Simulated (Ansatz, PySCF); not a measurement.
Nb(O)(OH)3 (H₃NbO₄), SMILES [O]=[Nb]([OH])([OH])[OH], multiplicity 1. Atoms are numbered in the order given.

```xyz
8

Nb     0.0000     0.0000     0.0467
O      0.0000     0.0000    -1.6630
O      1.5616    -0.9016     0.6676
H      2.2928    -1.3237     0.2014
O      0.0000     1.8031     0.6677
H      0.0000     2.6475     0.2015
O     -1.5615    -0.9015     0.6677
H     -2.2928    -1.3237     0.2015
```

Geometry: B3LYP-D3(BJ)/def2-SVP. The multiplicity is an assumed one; other spin states were not compared. The def2 effective core potentials stand for the cores of Nb; spin–orbit coupling is left out. One conformer was computed; it need not be the lowest.

Two levels are set side by side: PBE-D3(BJ)/def2-SVP (Ansatz, a first-principles code) and B3LYP-D3(BJ)/def2-SVP (Ansatz). Each level has its own optimised geometry; the coordinates shown are those of the second. Frequencies come from the Hessian of PySCF at each geometry. Differences are taken from unrounded values.

```csv
quantity,B3LYP-D3(BJ),PBE-D3(BJ),PBE-D3(BJ) minus B3LYP-D3(BJ)
mean bond length (Å),1.475,1.484,0.009
bond Nb1–O2 (Å),1.710,1.720,0.010
bond Nb1–O3 (Å),1.907,1.916,0.009
bond Nb1–O5 (Å),1.907,1.916,0.009
bond Nb1–O7 (Å),1.907,1.916,0.009
bond O3–H4 (Å),0.965,0.973,0.008
bond O5–H6 (Å),0.965,0.973,0.008
bond O7–H8 (Å),0.965,0.973,0.008
highest harmonic wavenumber (cm⁻¹),3889,3781,-107
mean harmonic wavenumber (cm⁻¹),1017,990,-27
zero-point energy (kcal/mol),26.17,25.46,-0.71
```

GGA bonds tend to be longer and softer than those of functionals with exact exchange. Differences between two approximate levels are no errors against the true value.
